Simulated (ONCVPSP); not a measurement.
# Configuration tests for La (ONCV)

- Element: La (Z = 57)
- Generator: ONCVPSP 4.0.1
- Type: optimised norm-conserving Vanderbilt (ONCV)
- Functional: LDA (Perdew-Zunger)
- Relativity: fully relativistic
- Frozen core: [Kr] 4d10
- Valence charge: 11
- Reference configuration: 5s2 5p6 5d1 6s2
- Partial waves: 5s+6s: rc 2.95 bohr, ncon 3, nbas 7, qcut 3.9 1/bohr, 2 projectors; 5p: rc 2.90 bohr, ncon 3, nbas 6, qcut 4.8 1/bohr, 2 projectors, debl 3.1 Ha; 5d: rc 2.70 bohr, ncon 4, nbas 8, qcut 3.6 1/bohr, 2 projectors, debl 2 Ha; f scattering state at 0.14 Ha: rc 2.25 bohr, ncon 3, nbas 6, qcut 5.6 1/bohr, 2 projectors, debl 1.1 Ha
- Local potential: polynomial inside 2.05 bohr (lpopt 5, dvloc0 0 Ha)
- Core correction: Teter function, fcfact 4, rcfact 1

Open shells are filled in proportion to 2j + 1.

In the f channel the program set the typed energies aside and used -0.164, 0.936 Ha (j = l + 1/2; the other j can differ).

Energies are relative to the spin-unpolarised reference configuration 5s2 5p6 5d1 6s2; without spin polarisation the order of configurations can differ from experiment.

Task: Give the all-electron excitation energy and the error of the potential for: 5s2 5p6 5d1 6s1; 5s2 5p6 5d1 6s0; 5s2 5p6 5d0 6s0; 5s2 5p6 5d1 6s0 6p1.

Result:

| valence configuration | charge | ΔE all-electron (eV) | error AE − PS (meV) |
| --- | --- | --- | --- |
| 5s2 5p6 5d1 6s1 | +1 | 6.162 | -0.9 |
| 5s2 5p6 5d1 6s0 | +2 | 17.312 | -7.5 |
| 5s2 5p6 5d0 6s0 | +3 | 36.402 | +9.6 |
| 5s2 5p6 5d1 6s0 6p1 | +1 | 9.211 | +17 |

Levels in the configuration 5s2 5p6 5d1 6s0:

| level | all-electron (eV) | pseudo (eV) |
| --- | --- | --- |
| 5s j=1/2 | -51.712 | -51.801 |
| 5p j=3/2 | -34.273 | -34.291 |
| 5p j=1/2 | -36.872 | -36.896 |
| 5d j=5/2 | -14.761 | -14.753 |
| 5d j=3/2 | -15.007 | -14.999 |

These tests converged, but a pseudo level misses the all-electron one widely, so the file describes the atom poorly there or has found another state: 5s2 5p6 5d1 6s0 6p1: empty 6s by 4.5 eV.
